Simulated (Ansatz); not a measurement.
Reaction (atomization): `[OH][Sn]([OH])([F])[Br]` → Br• + F• + 2 H• + 2 O• + Sn•

Program: Ansatz. Geometries: PBE0-D4/def2-TZVP. ΔE: electronic, gas phase. CCSD(T)/CBS adds triple-zeta CCSD(T) − MP2 to the extrapolated MP2 energy (def2 sets, frozen cores). This one scheme is used for every species, atoms too. Functionals use def2-TZVPP. No spin–orbit coupling; open shells (•) take unrestricted orbitals. Spin–orbit coupling would lower the free atoms: a little for F, O; clearly for Br; strongly for Sn. def2 core potentials past Kr. Bonds to Br, Sn are less sure, by a few kJ/mol each and by 10 to 20 or more in all where they break to atoms, as the def2 sets lack core-valence functions. Scalar relativity is left out up to krypton. One conformer a species, not always the lowest.

Problem. What is ΔE at CCSD(T)/CBS? (Best estimate.)

Solution. The calculation gave: +562.2 kcal/mol.

Problem. What do these levels give: r2SCANh-D4, ωB97M-V, PBE, MP2/def2-SVP, HF/def2-QZVPP, HF/CBS(def2)? (Best estimate.)

Solution. The calculation gave: r2SCANh-D4 542.8, ωB97M-V 547.8, PBE 560.4, MP2/def2-SVP 519.2, HF/def2-QZVPP 351.2, HF/CBS(def2) 351.6 kcal/mol.

Largest T1 diagnostic among the species: 0.013.

From r2SCAN to r2SCAN0 (25 % exact exchange), in def2-TZVPP and without D4, ΔE moves by −23.1 kcal/mol: exact exchange takes away binding that semilocal exchange gives to molecules. In def2-TZVPP, CCSD(T) changes the Hartree–Fock value by +186.5 kcal/mol (the triples alone add +14.4 kcal/mol) and MP2 by +209.1 kcal/mol; breaking electron pairs costs correlation energy, which Hartree–Fock lacks.

For atomizations the MP2-based limit and the directly extrapolated one differ by several kJ/mol either way, and by 10 to 25 for some Ge, Se and Sn compounds, so smaller differences from it don't rank the levels.
